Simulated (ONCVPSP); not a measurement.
**PBE ONCV dataset for Tm, scalar-relativistic all-electron reference.**

The input file (ONCVPSP 4.0.1):

```
# ATOM AND REFERENCE CONFIGURATION
# atsym  z   nc   nv     iexc    psfile
  Tm 69.00    9    5        4      upf
#
#   n    l    f
    1    0    2.00
    2    0    2.00
    2    1    6.00
    3    0    2.00
    3    1    6.00
    3    2   10.00
    4    0    2.00
    4    1    6.00
    4    2   10.00
    4    3   13.00
    5    0    2.00
    5    1    6.00
    6    0    1.75
    6    1    0.25
#
# PSEUDOPOTENTIAL AND OPTIMIZATION
# lmax
    3
#
#   l,   rc,      ep,       ncon, nbas, qcut
    0    1.85    0.00    4    8    8.40
    1    2.00    0.00    3    7    8.70
    2    2.00    0.35    4    9    5.40
    3    1.25    0.00    4    8   14.10
#
# LOCAL POTENTIAL
# lloc, lpopt,  rc(5),   dvloc0
    3    5    1.25    0.00
#
# VANDERBILT-KLEINMAN-BYLANDER PROJECTORs
# l, nproj, debl
    0    2    3.20
    1    2    3.10
    2    2    3.10
    3    0    2.70
#
# MODEL CORE CHARGE
# icmod, fcfact, rcfact
    0    0.00    0.00
#
# LOG DERIVATIVE ANALYSIS
# epsh1, epsh2, depsh
   -3.00    5.00    0.02
#
# OUTPUT GRID
# rlmax, drl
    6.00    0.01
#
# TEST CONFIGURATIONS
# ncnf
    4
# nvcnf
#   n    l    f
    5
    4    3   13.00
    5    0    2.00
    5    1    6.00
    6    0    2.00
    6    1    0.00
#
    5
    4    3   13.00
    5    0    2.00
    5    1    6.00
    6    0    1.00
    6    1    0.00
#
    5
    4    3   13.00
    5    0    2.00
    5    1    6.00
    6    0    0.00
    6    1    0.00
#
    5
    4    3   13.00
    5    0    2.00
    5    1    6.00
    6    0    1.00
    6    1    1.00
#
```

Command:

```bash
oncvpsp.x < Tm.dat > Tm.out
```

Resulting log (shortened: citation, most of the input echo, consistency checks and plot data are left out):

```
ONCVPSP  (Optimized Norm-Conservinng Vanderbilt PSeudopotential)
scalar-relativistic version 4.0.1

#   n    l    f        energy (Ha)
    1    0    2.00    -2.1789510E+03
    2    0    2.00    -3.6763104E+02
    2    1    6.00    -3.2456448E+02
    3    0    2.00    -8.2634354E+01
    3    1    6.00    -6.9595789E+01
    3    2   10.00    -5.3510999E+01
    4    0    2.00    -1.6289612E+01
    4    1    6.00    -1.2006300E+01
    4    2   10.00    -6.3211902E+00
    4    3   13.00    -1.2848001E-01
    5    0    2.00    -1.9769119E+00
    5    1    6.00    -1.0039019E+00
    6    0    1.75    -1.5113828E-01
    6    1    0.25    -4.8071918E-02

Reference configufation results
  iterations    52
  all-electron total energy (Ha)   -1.35674449D+04

Begin loop to  construct optimized pseudo wave functions
and semi-local pseudopoentials for all angular momenta

Calculating optimized projector #   1

 for l=   0

    Fraction of norm inside rc  0.921807
    Optimizing pswf for qcut=   8.41 a_B^-1,  ecut=  35.35 Ha
    Residual kinetic energy error=  2.22D-08 Ha

    Energy error per electron        Cutoff
         Ha          eV             Ha
         0.01000     0.27211       15.46
         0.00100     0.02721       20.19
         0.00010     0.00272       24.22
         0.00001     0.00027       27.52

Calculating optimized projector #   2

 for l=   0

    Fraction of norm inside rc  0.040089
    Optimizing pswf for qcut=   8.41 a_B^-1,  ecut=  35.35 Ha
    Residual kinetic energy error=  5.23D-09 Ha

    Energy error per electron        Cutoff
         Ha          eV             Ha
         0.01000     0.27211       10.84
         0.00100     0.02721       16.96
         0.00010     0.00272       21.90
         0.00001     0.00027       25.80

Calculating optimized projector #   1

 for l=   1

    Fraction of norm inside rc  0.851442
    Optimizing pswf for qcut=   8.70 a_B^-1,  ecut=  37.81 Ha
    Residual kinetic energy error=  4.72D-09 Ha

    Energy error per electron        Cutoff
         Ha          eV             Ha
         0.01000     0.27211       13.45
         0.00100     0.02721       20.33
         0.00010     0.00272       25.20
         0.00001     0.00027       29.05

Calculating optimized projector #   2

 for l=   1

    Fraction of norm inside rc  0.020471
    Optimizing pswf for qcut=   8.70 a_B^-1,  ecut=  37.81 Ha
    Residual kinetic energy error=  3.60D-09 Ha

    Energy error per electron        Cutoff
         Ha          eV             Ha
         0.01000     0.27211        3.75
         0.00100     0.02721       10.70
         0.00010     0.00272       19.20
         0.00001     0.00027       24.32

WARNING wellstate: moderately localized bound state found for n= 5 l=  2
WARNING scattering state with energy  0.05000000
WARNING will be used for the first projector

   Wellstate for l =  2  n =  5
     eigenvalue =   0.0500
     asymptotic potential =   0.5500
     half-point radius =  3.6276

   Wellstate for l =  2  n =  7
     eigenvalue =   3.1500
     asymptotic potential =   3.6500
     half-point radius =  3.3942

Calculating optimized projector #   1

 for l=   2

    Fraction of norm inside rc  0.446325
    Optimizing pswf for qcut=   5.40 a_B^-1,  ecut=  14.59 Ha
    Residual kinetic energy error=  8.34D-06 Ha

    Energy error per electron        Cutoff
         Ha          eV             Ha
         0.01000     0.27211        7.47
         0.00100     0.02721       10.28
         0.00010     0.00272       12.56
         0.00001     0.00027       14.53

Calculating optimized projector #   2

 for l=   2

    Fraction of norm inside rc  0.147392
    Optimizing pswf for qcut=   5.40 a_B^-1,  ecut=  14.59 Ha
    Residual kinetic energy error=  3.41D-04 Ha

    Energy error per electron        Cutoff
         Ha          eV             Ha
         0.01000     0.27211        9.65
         0.00100     0.02721       12.92
         0.00010     0.00272       17.63
         0.00001     0.00027       31.53

Calculating optimized projector #   1

 for l=   3

    Fraction of norm inside rc  0.857367
    Optimizing pswf for qcut=  14.08 a_B^-1,  ecut=  99.18 Ha
    Residual kinetic energy error=  6.41D-05 Ha

    Energy error per electron        Cutoff
         Ha          eV             Ha
         0.01000     0.27211       75.08
         0.00100     0.02721       84.85
         0.00010     0.00272       95.07

Construct Vanderbilt / Kleinmman-Bylander projectors

B matrix Hermiticity error, ll=   0
   1   2    1.6106E-04

  Orthonormal projector coefficients  2.5057E+01 -8.2457E+00

B matrix Hermiticity error, ll=   1
   1   2    4.5089E-05

  Orthonormal projector coefficients  2.3385E+01  1.0716E+01

B matrix Hermiticity error, ll=   2
   1   2   -2.4369E-04

  Orthonormal projector coefficients  1.7796E+01  1.4026E+00

Pseudoatom total energy -206.686424

Diagnostic tests using Vanderbilt-Kleinman-Bylander pseudopotentials
  1 or more projectors used as specified by nproj input data

   l    rcore       rmatch      e in        delta e   norm test  slope test

   0   1.8583040   1.9147262  -1.9769119  -0.0000143   1.0001754   1.0001662
   0   1.8583040   1.9147262  -0.1511383   0.0000008   1.0000155   1.0000284

   1   2.0085864   2.0695715  -1.0039019   0.0000117   1.0001291   1.0001470
   1   2.0085864   2.0695715  -0.0480719   0.0000014   1.0000853   1.0000341

   2   2.0085864   2.0695715   0.0500000   0.0000029   1.0000733   1.0000733
   2   2.0085864   2.0695715   3.1500000   0.0000646   1.0002510   1.0002510

   3   1.2521318   1.2901492  -0.1284800   0.0000024   1.0000103   1.0000018

 Testing for bound ghosts
   n   l    E NL Schr. Eq   E Basis Diag.   E Cutoff

       0                      -18.354299     76.46  WARNING - GHOST(-)
   1   0       -1.976926       -1.974637     76.46
   2   0       -0.151137       -0.083248     76.46

       1                       -2.545216     55.36  WARNING - GHOST(-)
   2   1       -1.003890       -1.000072     55.36
   3   1       -0.048070        0.072989     55.36

   3   2       -0.039300       -0.011765    109.61

 Testing for highly-localized positive-energy ghosts
       l    <radius>/rc     E Basis Diag.   E Cutoff

       2        0.622275        7.177715    109.61  WARNING - GHOST(+)

Test configuration 0

   n   l     f        eae           eps        diff
   1   0  2.0000-2178.95095868
   2   0  2.0000 -367.63104018
   2   1  6.0000 -324.56447860
   3   0  2.0000  -82.63435374
   3   1  6.0000  -69.59578940
   3   2 10.0000  -53.51099903
   4   0  2.0000  -16.28961230
   4   1  6.0000  -12.00630025
   4   2 10.0000   -6.32119018
   4   3 13.0000   -0.12848001   -0.12847757    2.44D-06
   5   0  2.0000   -1.97691192   -1.97692626   -1.43D-05
   5   1  6.0000   -1.00390188   -1.00389014    1.17D-05
   6   0  1.7500   -0.15113828   -0.15113745    8.28D-07
   6   1  0.2500   -0.04807192   -0.04807049    1.43D-06

    Total energies and differences
      AE_ref= -1.35674449D+04  AE_tst= -1.35674449D+04  dif=  0.00D+00
      PS_ref= -2.06686424D+02  PS_tst= -2.06686424D+02  dif= -8.53D-14
      PSP excitation error=  8.53D-14

Test configuration 1

   n   l     f        eae           eps        diff
   1   0  2.0000-2178.93609947
   2   0  2.0000 -367.61628985
   2   1  6.0000 -324.54971349
   3   0  2.0000  -82.61978265
   3   1  6.0000  -69.58121505
   3   2 10.0000  -53.49640534
   4   0  2.0000  -16.27494387
   4   1  6.0000  -11.99159863
   4   2 10.0000   -6.30644257
   4   3 13.0000   -0.11362534   -0.11361489    1.04D-05
   5   0  2.0000   -1.96153229   -1.96160209   -6.98D-05
   5   1  6.0000   -0.98861819   -0.98864097   -2.28D-05
   6   0  2.0000   -0.14239114   -0.14239542   -4.27D-06

    Total energies and differences
      AE_ref= -1.35674449D+04  AE_tst= -1.35674707D+04  dif= -2.57D-02
      PS_ref= -2.06686424D+02  PS_tst= -2.06711956D+02  dif= -2.55D-02
      PSP excitation error= -2.13D-04

Test configuration 2

   n   l     f        eae           eps        diff
   1   0  2.0000-2179.18145025
   2   0  2.0000 -367.86067234
   2   1  6.0000 -324.79423569
   3   0  2.0000  -82.86282491
   3   1  6.0000  -69.82428369
   3   2 10.0000  -53.73959894
   4   0  2.0000  -16.51851293
   4   1  6.0000  -12.23538089
   4   2 10.0000   -6.55051365
   4   3 13.0000   -0.35825179   -0.35825282   -1.03D-06
   5   0  2.0000   -2.20891240   -2.20867330    2.39D-04
   5   1  6.0000   -1.23549232   -1.23534370    1.49D-04
   6   0  1.0000   -0.33684283   -0.33680790    3.49D-05

    Total energies and differences
      AE_ref= -1.35674449D+04  AE_tst= -1.35672322D+04  dif=  2.13D-01
      PS_ref= -2.06686424D+02  PS_tst= -2.06474536D+02  dif=  2.12D-01
      PSP excitation error=  7.84D-04

Test configuration 3

   n   l     f        eae           eps        diff
   1   0  2.0000-2179.47041479
   2   0  2.0000 -368.14770883
   2   1  6.0000 -325.08147354
   3   0  2.0000  -83.14768073
   3   1  6.0000  -70.10917674
   3   2 10.0000  -54.02468626
   4   0  2.0000  -16.80419009
   4   1  6.0000  -12.52137679
   4   2 10.0000   -6.83692581
   4   3 13.0000   -0.64510349   -0.64532174   -2.18D-04
   5   0  2.0000   -2.49923713   -2.49860316    6.34D-04
   5   1  6.0000   -1.52370586   -1.52333100    3.75D-04

    Total energies and differences
      AE_ref= -1.35674449D+04  AE_tst= -1.35667874D+04  dif=  6.58D-01
      PS_ref= -2.06686424D+02  PS_tst= -2.06029779D+02  dif=  6.57D-01
      PSP excitation error=  9.23D-04

Test configuration 4

   n   l     f        eae           eps        diff
   1   0  2.0000-2178.99299843
   2   0  2.0000 -367.67268179
   2   1  6.0000 -324.60615886
   3   0  2.0000  -82.67544553
   3   1  6.0000  -69.63688987
   3   2 10.0000  -53.55215788
   4   0  2.0000  -16.33100677
   4   1  6.0000  -12.04779480
   4   2 10.0000   -6.36282246
   4   3 13.0000   -0.17040928   -0.17047472   -6.54D-05
   5   0  2.0000   -2.02040630   -2.02028110    1.25D-04
   5   1  6.0000   -1.04699355   -1.04690269    9.09D-05
   6   0  1.0000   -0.17456325   -0.17456473   -1.49D-06
   6   1  1.0000   -0.06584530   -0.06587245   -2.71D-05

    Total energies and differences
      AE_ref= -1.35674449D+04  AE_tst= -1.35673650D+04  dif=  7.99D-02
      PS_ref= -2.06686424D+02  PS_tst= -2.06606919D+02  dif=  7.95D-02
      PSP excitation error=  3.72D-04
```

Note: ghosts flagged at negative energy: s at -499.4 eV, p at -69.3 eV; GHOST(+) flagged for d at 195.3 eV. A true bound ghost makes a file unfit for plane-wave use.

The run took about 4.3 s on one core of a shared server CPU.
